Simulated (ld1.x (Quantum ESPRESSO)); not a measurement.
# hafnium (Hf): variants of one TM semilocal potential

Base potential:

| Quantity | Value |
| --- | --- |
| Element | hafnium (Hf) |
| Generator | ld1.x (Quantum ESPRESSO) 7.5 |
| Type | norm-conserving Troullier–Martins (semilocal form) |
| Functional | PBE |
| Relativity | scalar-relativistic |
| Frozen core | [Kr] 4d10 4f14 5s2 |
| Valence charge | 10 |
| Reference configuration | 5p6 5d1 6s0 6p0 (charge +3) |
| Partial waves | 6s (bound, empty): rc 2.50 bohr; 5d (bound): rc 2.15 bohr; 5p (bound): rc 1.50 bohr |
| Local potential | the p channel |
| Core correction | none |

All-electron outer shells of the reference configuration (PBE, scalar-relativistic, ld1.x):

```
shell  level (eV)  outermost node (bohr)  outermost maximum (bohr)
   5p      -62.51                   0.60                      1.16
   4f      -44.15                      –                      0.45
   5d      -27.13                   0.66                      1.57
   6s      -25.96                   1.34                      2.55
   6p      -19.30                   1.58                      3.08
```

Cutoffs, loose and tight: the cutoffs (Ry, on a coarse ladder) from which the occupation-weighted sum of valence levels, in a spherical-Bessel basis at the reference potential, stays within 10 and 1 mRy of its value at 400 Ry. They do not see the model core or the augmentation charge, which bear on the density cutoff. Test errors are all-electron minus pseudo excitation energies from the reference, over the configurations 5p6 5d2 6s2 6p0; 5p6 5d2 6s1 6p0; 5p6 5d2 6s0 6p0; 5p6 5d2.5 6s1.5 6p0; 5p5 5d2 6s2 6p0; 5p6 5d3 6s1 6p0; 5p6 5d1 6s2 6p0. A dash means not determined; rows that change the core or the reference have their own tests.

A semilocal file is local in each channel, so a ghost entry of none says nothing of the separable form that plane-wave codes build from it.

```csv
change,outcome,"cutoff, loose","cutoff, tight",bound ghosts,largest test error (meV)
base,generated,80 Ry,100 Ry,none,+239
wave 5d (bound): rc 2.15 bohr becomes 5d (bound): rc 1.38 bohr,generated,80 Ry,100 Ry,none,+238
wave 5d (bound): rc 2.15 bohr becomes 5d (bound): rc 1.74 bohr,generated,80 Ry,100 Ry,none,+238
wave 5d (bound): rc 2.15 bohr becomes 5d (bound): rc 2.10 bohr,generated,80 Ry,100 Ry,none,+239
wave 5d (bound): rc 2.15 bohr becomes 5d (bound): rc 2.34 bohr,generated,80 Ry,100 Ry,none,+238
wave 5d (bound): rc 2.15 bohr becomes 5d (bound): rc 2.66 bohr,generated,80 Ry,100 Ry,none,+233
wave 5d (bound): rc 2.15 bohr becomes 5d (bound): rc 2.86 bohr,generated,80 Ry,100 Ry,none,+226
wave 5d (bound): rc 2.15 bohr becomes 5d (bound): rc 3.12 bohr,generated,80 Ry,100 Ry,none,+211
```

Reading the sweep of the d radius (base included, trends over the rows without a ghost): The loose cutoff stays near 80 Ry. The median size of the test errors (rows with all tests solved) stays near 160.2 meV.
